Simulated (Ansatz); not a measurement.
**Molecular dynamics of CH4F2Ge**

input.yaml

```yaml
crystal:
  periodic: [false, false, false]
  atoms:
    - { symbol: Ge, position_ang: [0.070838, -0.011733, 0.060641] }
    - { symbol: H, position_ang: [-0.130305, -0.222617, 1.551264] }
    - { symbol: C, position_ang: [1.859304, -0.006784, -0.655898] }
    - { symbol: H, position_ang: [2.341328, -0.968755, -0.478651] }
    - { symbol: H, position_ang: [1.819552, 0.175101, -1.730059] }
    - { symbol: H, position_ang: [2.453972, 0.77793, -0.187107] }
    - { symbol: F, position_ang: [-0.701918, 1.46445, -0.355646] }
    - { symbol: F, position_ang: [-0.85407, -1.207593, -0.754245] }
basis:
  gaussian: { orbitals: def2-SVP }
hamiltonian:
  xc: hf
md:
  timestep: 0.5
  n_steps: 150
  ensemble: nvt_langevin
  temperature: 1000.0
  initial_velocities: maxwell_boltzmann
  seed: 632695
  friction: 0.005
```

Command:

```bash
$ ansatz run input.yaml --threads 1 --pin off --max-ram 2048MiB --backend cpu --events-out ev --progress --plain --runs-dir out
```

It starts from a relaxed structure.

Output, in part (one step line in 3, the closing report, with atoms numbered from 0):

```
md step     0: t =     0.00 fs  T =   875.0 K  F+E_penalty+E_count = -62969.10998359 eV  E_kin = 0.904820 eV  (34 SCF iters)
md step     3: t =     1.50 fs  T =   811.9 K  F+E_penalty+E_count = -62969.00553285 eV  E_kin = 0.839561 eV  (33 SCF iters)
md step     6: t =     3.00 fs  T =   656.3 K  F+E_penalty+E_count = -62968.85842698 eV  E_kin = 0.678703 eV  (34 SCF iters)
md step     9: t =     4.50 fs  T =   646.5 K  F+E_penalty+E_count = -62968.83748517 eV  E_kin = 0.668486 eV  (33 SCF iters)
md step    12: t =     6.00 fs  T =   654.1 K  F+E_penalty+E_count = -62968.83269084 eV  E_kin = 0.676380 eV  (32 SCF iters)
md step    15: t =     7.50 fs  T =   569.9 K  F+E_penalty+E_count = -62968.72455088 eV  E_kin = 0.589316 eV  (35 SCF iters)
md step    18: t =     9.00 fs  T =   537.4 K  F+E_penalty+E_count = -62968.68543425 eV  E_kin = 0.555759 eV  (35 SCF iters)
md step    21: t =    10.50 fs  T =   605.8 K  F+E_penalty+E_count = -62968.72532277 eV  E_kin = 0.626401 eV  (35 SCF iters)
md step    24: t =    12.00 fs  T =   553.4 K  F+E_penalty+E_count = -62968.68540036 eV  E_kin = 0.572303 eV  (35 SCF iters)
md step    27: t =    13.50 fs  T =   514.8 K  F+E_penalty+E_count = -62968.63943222 eV  E_kin = 0.532317 eV  (35 SCF iters)
md step    30: t =    15.00 fs  T =   569.0 K  F+E_penalty+E_count = -62968.70833108 eV  E_kin = 0.588367 eV  (35 SCF iters)
md step    33: t =    16.50 fs  T =   676.3 K  F+E_penalty+E_count = -62968.83025058 eV  E_kin = 0.699323 eV  (35 SCF iters)
md step    36: t =    18.00 fs  T =   666.9 K  F+E_penalty+E_count = -62968.83664554 eV  E_kin = 0.689651 eV  (34 SCF iters)
md step    39: t =    19.50 fs  T =   697.5 K  F+E_penalty+E_count = -62968.83476124 eV  E_kin = 0.721233 eV  (34 SCF iters)
md step    42: t =    21.00 fs  T =   808.0 K  F+E_penalty+E_count = -62968.89146858 eV  E_kin = 0.835501 eV  (34 SCF iters)
md step    45: t =    22.50 fs  T =   766.7 K  F+E_penalty+E_count = -62968.81480622 eV  E_kin = 0.792782 eV  (34 SCF iters)
md step    48: t =    24.00 fs  T =   643.5 K  F+E_penalty+E_count = -62968.67311956 eV  E_kin = 0.665380 eV  (34 SCF iters)
md step    51: t =    25.50 fs  T =   557.6 K  F+E_penalty+E_count = -62968.63165276 eV  E_kin = 0.576639 eV  (34 SCF iters)
md step    54: t =    27.00 fs  T =   575.0 K  F+E_penalty+E_count = -62968.65274564 eV  E_kin = 0.594568 eV  (35 SCF iters)
md step    57: t =    28.50 fs  T =   469.7 K  F+E_penalty+E_count = -62968.62561398 eV  E_kin = 0.485705 eV  (35 SCF iters)
md step    60: t =    30.00 fs  T =   527.8 K  F+E_penalty+E_count = -62968.59046439 eV  E_kin = 0.545745 eV  (35 SCF iters)
md step    63: t =    31.50 fs  T =   661.6 K  F+E_penalty+E_count = -62968.67332454 eV  E_kin = 0.684197 eV  (35 SCF iters)
md step    66: t =    33.00 fs  T =   805.1 K  F+E_penalty+E_count = -62968.73207628 eV  E_kin = 0.832534 eV  (35 SCF iters)
md step    69: t =    34.50 fs  T =   673.4 K  F+E_penalty+E_count = -62968.69496278 eV  E_kin = 0.696302 eV  (34 SCF iters)
md step    72: t =    36.00 fs  T =   735.7 K  F+E_penalty+E_count = -62968.73983043 eV  E_kin = 0.760732 eV  (34 SCF iters)
md step    75: t =    37.50 fs  T =   913.6 K  F+E_penalty+E_count = -62968.82758009 eV  E_kin = 0.944761 eV  (34 SCF iters)
md step    78: t =    39.00 fs  T =   946.2 K  F+E_penalty+E_count = -62968.82710919 eV  E_kin = 0.978415 eV  (33 SCF iters)
md step    81: t =    40.50 fs  T =   893.6 K  F+E_penalty+E_count = -62968.83117808 eV  E_kin = 0.924016 eV  (33 SCF iters)
md step    84: t =    42.00 fs  T =  1009.9 K  F+E_penalty+E_count = -62968.88537704 eV  E_kin = 1.044347 eV  (34 SCF iters)
md step    87: t =    43.50 fs  T =   939.5 K  F+E_penalty+E_count = -62968.81068271 eV  E_kin = 0.971526 eV  (34 SCF iters)
md step    90: t =    45.00 fs  T =   817.3 K  F+E_penalty+E_count = -62968.69816597 eV  E_kin = 0.845161 eV  (34 SCF iters)
md step    93: t =    46.50 fs  T =   790.2 K  F+E_penalty+E_count = -62968.71647793 eV  E_kin = 0.817149 eV  (34 SCF iters)
md step    96: t =    48.00 fs  T =   881.3 K  F+E_penalty+E_count = -62968.78520949 eV  E_kin = 0.911321 eV  (35 SCF iters)
md step    99: t =    49.50 fs  T =   784.7 K  F+E_penalty+E_count = -62968.76935172 eV  E_kin = 0.811423 eV  (35 SCF iters)
md step   102: t =    51.00 fs  T =   827.6 K  F+E_penalty+E_count = -62968.80672497 eV  E_kin = 0.855820 eV  (35 SCF iters)
md step   105: t =    52.50 fs  T =   821.1 K  F+E_penalty+E_count = -62968.83440976 eV  E_kin = 0.849107 eV  (35 SCF iters)
md step   108: t =    54.00 fs  T =   725.7 K  F+E_penalty+E_count = -62968.74431002 eV  E_kin = 0.750398 eV  (34 SCF iters)
md step   111: t =    55.50 fs  T =   692.9 K  F+E_penalty+E_count = -62968.67287830 eV  E_kin = 0.716484 eV  (35 SCF iters)
md step   114: t =    57.00 fs  T =   695.5 K  F+E_penalty+E_count = -62968.69524099 eV  E_kin = 0.719218 eV  (35 SCF iters)
md step   117: t =    58.50 fs  T =   655.8 K  F+E_penalty+E_count = -62968.73283768 eV  E_kin = 0.678196 eV  (35 SCF iters)
md step   120: t =    60.00 fs  T =   688.6 K  F+E_penalty+E_count = -62968.66406488 eV  E_kin = 0.712070 eV  (34 SCF iters)
md step   123: t =    61.50 fs  T =   710.2 K  F+E_penalty+E_count = -62968.64439093 eV  E_kin = 0.734420 eV  (34 SCF iters)
md step   126: t =    63.00 fs  T =   802.9 K  F+E_penalty+E_count = -62968.73599445 eV  E_kin = 0.830260 eV  (34 SCF iters)
md step   129: t =    64.50 fs  T =   794.3 K  F+E_penalty+E_count = -62968.70548562 eV  E_kin = 0.821404 eV  (34 SCF iters)
md step   132: t =    66.00 fs  T =   637.7 K  F+E_penalty+E_count = -62968.59886375 eV  E_kin = 0.659411 eV  (34 SCF iters)
md step   135: t =    67.50 fs  T =   708.5 K  F+E_penalty+E_count = -62968.63845705 eV  E_kin = 0.732655 eV  (34 SCF iters)
md step   138: t =    69.00 fs  T =   812.4 K  F+E_penalty+E_count = -62968.79848112 eV  E_kin = 0.840083 eV  (35 SCF iters)
md step   141: t =    70.50 fs  T =   866.1 K  F+E_penalty+E_count = -62968.85561468 eV  E_kin = 0.895616 eV  (33 SCF iters)
md step   144: t =    72.00 fs  T =   814.6 K  F+E_penalty+E_count = -62968.82930315 eV  E_kin = 0.842369 eV  (33 SCF iters)
md step   147: t =    73.50 fs  T =   807.6 K  F+E_penalty+E_count = -62968.82193476 eV  E_kin = 0.835150 eV  (33 SCF iters)
md step   150: t =    75.00 fs  T =   764.9 K  F+E_penalty+E_count = -62968.72915664 eV  E_kin = 0.790930 eV  (35 SCF iters)
Total energy: -62968.72915664 eV, -2314.0581147688 hartree
Atom 0 at     0.024495     0.023365     0.255384 Å, force     1.260698     2.470872     0.454732 eV/Å
Atom 1 at    -0.410829    -0.266860     1.663786 Å, force    -0.005670    -0.167400     0.254748 eV/Å
Atom 2 at     1.847400     0.000756    -0.381572 Å, force     0.884949    -2.378271     1.720329 eV/Å
Atom 3 at     2.166899     0.922779    -0.849569 Å, force     0.146759     0.071964     0.033730 eV/Å
Atom 4 at     2.557966    -0.422149     0.404309 Å, force    -0.696100     1.380683    -0.779405 eV/Å
Atom 5 at     1.849162    -0.858485    -1.060536 Å, force    -0.092215     0.536316    -0.623974 eV/Å
Atom 6 at    -0.605549     1.569024    -0.196927 Å, force     0.023839     0.058430     0.416478 eV/Å
Atom 7 at    -0.796313    -0.901961    -0.835610 Å, force    -1.522261    -1.972593    -1.476638 eV/Å
Dipole moment:     0.553892    -0.282368     0.434569 e Å
```

The run went to its last step. The mean temperature of the second half is 20 % below the set value. A run of 0.075 ps of so small a system gives no equilibrium averages.

The same pairs are bonded in the first frame and the last. Pairs count as bonded within 1.25 times the sum of covalent radii (0.12 Å more for H–H).

Last frame:

```xyz
8
Properties=species:S:1:pos:R:3
Ge 0.025 0.023 0.255
H -0.411 -0.267 1.664
C 1.847 0.001 -0.382
H 2.167 0.923 -0.850
H 2.558 -0.422 0.404
H 1.849 -0.859 -1.060
F -0.606 1.569 -0.197
F -0.796 -0.902 -0.836
```

Time of the run: 5.6 min on 1 thread of Arm Neoverse V1 (shared host), peak memory 0.18 GiB.
